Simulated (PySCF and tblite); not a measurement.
C₄H₄F₂Se, numbered as in [CH:1]#[C:2][C:3]([F:4])([F:5])[CH2:6][SeH:7].

The ensemble was built from 90 distance-geometry starts (ETKDG and KDG, UFF, GFN2-xTB) and rests on GFN2-xTB geometries. Free energies are PBE0-D3(BJ)/pcSseg-1 single points with GFN2-xTB rigid-rotor and vibrational terms (modes under about 100 cm⁻¹ blended into free rotors). Symmetry numbers and mirror images are counted. Conformers within 3 kcal/mol (GFN2-xTB free energy) were kept, 8 at most. Couplings: B3LYP/6-31G* with pcJ-1 on H, F (gas phase; spin-dipole term only for pairs with B, N, F, Si or P). Couplings are for ¹⁹F, ¹H; a prime marks the second kind of pair between the same two sets of atoms. H–H couplings come out 0.1 to 0.9 Hz lower than with pcJ-1 on all atoms. (PySCF 2.14, tblite 0.8.)

Torsions listed: F4–C3–C6–Se7, C3–C6–Se7–H7. Of a mirror pair one member is shown.

```json
{"conformer": "1", "shape": "61°, 70°", "weight %": "44.6"}
{"conformer": "2", "shape": "-174°, 59°", "weight %": "40.5"}
{"conformer": "3", "shape": "-58°, 56°", "weight %": "12.9"}
{"conformer": "4", "shape": "-172°, -172°", "weight %": "1.6"}
{"conformer": "5", "shape": "-57°, 180°", "weight %": "0.3"}
```

**Question.** Give the couplings in each conformer and the averages at 298.15 K (pairs that fast motion interchanges averaged).

**Answer.** 
| coupling | pairs | 1 | 2 | 3 | 4 | 5 | average (Hz) |
| --- | --- | --- | --- | --- | --- | --- | --- |
| ³J(F4,H6) | 2 | 15.7 | 16.7 | 1.5 | 18.7 | 0.3 | 14.3 |
| ³J(F4,H6′) | 2 | 4.5 | 3.5 | 23.6 | 2.3 | 26.2 | 6.6 |
| ²J(H6,H6) | 1 | -13.6 | -13.1 | -13.8 | -10.1 | -11.2 | -13.4 |
| ³J(H6,H7) | 2 | 8.5 | 7.6 | 6.8 | 3.5 | 3.2 | 7.8 |

Spin–orbit effects of the heavy atoms on shieldings are missing.

Computed couplings to fluorine can be off by tens of per cent at such levels.

F–F couplings are left out: such levels miss them by tens of Hz and can give the wrong sign.


Conformer gaps in pcSseg-1 on xTB geometries can be 2 kcal/mol off for S=O, P=O and other polar bonds.